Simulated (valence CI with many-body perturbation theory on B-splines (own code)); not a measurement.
Results of a calculation; reference values are marked as such.
Pb66+: magnetic and hyperfine properties of the levels

Method: relativistic CI+MBPT: six valence electrons over a frozen Dirac-Fock core [Ne], radial functions for each j: 9 s, 9 p, 8 d, 6 f, 3 g, 1 h, with the one-electron correlation potential Σ1 (screened to all orders), the two-electron term Σ2, the three-electron term Σ3, Breit, model QED; selected single and double excitations, second order for the rest, scaled by the run's own slope (own B-spline code, finite nucleus).

The last digits are not significant, and no measured levels were compared; by estimate large intervals hold to a few tenths of a per cent, small ones and those within an open d or f shell to about a per cent. Among the levels kept, up to 1200 cm⁻¹ of a level comes from second order outside the variational space, and about a tenth of that is noise between levels of different J, which matters for small intervals.

A/g_I is the dipole constant over the nuclear g factor μ/I (μ in nuclear magnetons, uniformly magnetised nucleus), B/Q the quadrupole constant per barn. Both hold the static response of the core; the bare values leave it out. Large factors of s and p1/2 electrons are usually good to 5 to 10 %; those of open d and f shells near neutrality can be off by tens of per cent, and small factors of p3/2, d and f electrons come from cancelling terms and can be off by a factor of two or in sign, in half-filled shells by more. B is blank for J = 1/2, where it vanishes, and for nearly pure S terms. Energies count from the lowest level. Levels with J = 0 are left out.

Levels are named by their leading jj configuration (3d3/2^4 stands for four electrons in 3d with j = 3/2), which in mixed levels can hold well under half, so a name can repeat and another be missing. Letters in brackets count levels of one name in rising energy.

```tsv
Level	E (Ry)	g	A/g_I (MHz)	A/g_I bare	B/Q (MHz/b)	B/Q bare
(3s^2 3p1/2^2 3p3/2^2) J=2	0.000	1.324	298000	297000	31400	31000
(3s^2 3p1/2^2 3p3/2 3d3/2) J=2	19.718	1.041	230000	231000	-3970	-3710
(3s^2 3p1/2^2 3p3/2 3d3/2) J=1	20.461	1.086	221000	223000	-279000	-277000
(3s^2 3p1/2^2 3p3/2 3d3/2) J=3	20.481	1.072	227000	229000	681000	676000
(3s^2 3p1/2^2 3p3/2 3d5/2) J=4	29.555	1.242	149000	151000	694000	690000
(3s^2 3p1/2^2 3p3/2 3d5/2) J=2	30.207	1.221	87800	91400	-397000	-391000
(3s^2 3p1/2^2 3p3/2 3d5/2) J=3	31.724	1.205	133000	135000	-39700	-36500
(3s^2 3p1/2^2 3p3/2 3d5/2) J=1	32.701	1.057	-115000	-108000	88900	89100
(3s^2 3p1/2^2 3d3/2^2) J=2	40.290	0.757	162000	166000	4030	4210
(3s^2 3p1/2 3p3/2^3) J=1	42.156	1.486	-407000	-396000	-307000	-303000
(3s^2 3p1/2 3p3/2^3) J=2	42.935	1.142	1010000	999000	-646000	-638000
(3s^2 3p1/2^2 3d3/2 3d5/2) J=3	50.543	1.068	91600	95700	29200	30100
(3s^2 3p1/2^2 3d3/2 3d5/2) J=2	51.467	1.163	73400	77400	-52000	-53400
(3s^2 3p1/2^2 3d3/2 3d5/2) J=4	51.856	1.050	100000	105000	182000	188000
(3s^2 3p1/2^2 3d3/2 3d5/2) J=1	51.909	1.499	-5700	-2420	36800	37900
(3s 3p1/2^2 3p3/2^3) J=2	58.098	1.462	2250000	2210000	-566000	-560000
(3s 3p1/2^2 3p3/2^3) J=1	59.697	1.185	-1270000	-1240000	-229000	-226000
(3s^2 3p1/2 3p3/2^2 3d3/2) J=2 [a]	61.039	1.025	530000	526000	-318000	-315000
(3s^2 3p1/2 3p3/2^2 3d3/2) J=1 [a]	61.348	1.002	564000	558000	-101000	-101000
(3s^2 3p1/2^2 3d5/2^2) J=4	61.530	1.174	66000	69600	87500	90200
(3s^2 3p1/2 3p3/2^2 3d3/2) J=3 [a]	61.703	1.060	516000	513000	19000	20100
(3s^2 3p1/2 3p3/2^2 3d3/2) J=4	62.325	1.037	603000	598000	108000	111000
(3s^2 3p1/2^2 3d5/2^2) J=2	62.331	1.199	64800	68800	-55100	-56700
(3s^2 3p1/2 3p3/2^2 3d3/2) J=2 [b]	63.497	0.799	841000	832000	363000	362000
(3s^2 3p1/2 3p3/2^2 3d3/2) J=3 [b]	64.647	1.160	89200	93200	64600	65100
(3s^2 3p1/2 3p3/2^2 3d3/2) J=2 [c]	65.329	1.240	526000	521000	-44900	-46400
(3s^2 3p1/2 3p3/2^2 3d3/2) J=1 [b]	65.871	1.436	238000	238000	260000	257000
(3s^2 3p1/2 3p3/2^2 3d3/2) J=1 [c]	66.915	0.926	-679000	-658000	-172000	-168000
(3s^2 3p1/2 3p3/2^2 3d5/2) J=3 [a]	70.539	1.307	-211000	-202000	78200	79300
(3s^2 3p1/2 3p3/2^2 3d5/2) J=4 [a]	70.540	1.293	-107000	-100000	193000	194000
(3s^2 3p1/2 3p3/2^2 3d5/2) J=4 [b]	71.585	1.171	513000	508000	28900	30400
(3s^2 3p1/2 3p3/2^2 3d5/2) J=5	71.827	1.183	466000	463000	131000	133000
(3s^2 3p1/2 3p3/2^2 3d5/2) J=1	71.933	0.873	1350000	1330000	16400	16600
(3s^2 3p1/2 3p3/2^2 3d5/2) J=2 [a]	73.406	1.273	-383000	-371000	539000	535000
```

(1) Take the isotope of mass number 207, with I = 1/2, μ = 0.5906 μN. What is the hyperfine structure of (3s^2 3p1/2^2 3p3/2 3d5/2) J=2?

## Answers

(1) From the table A = 104000 MHz. Shifts from the centre of gravity in MHz: F = 3/2: -156000, F = 5/2: 104000.
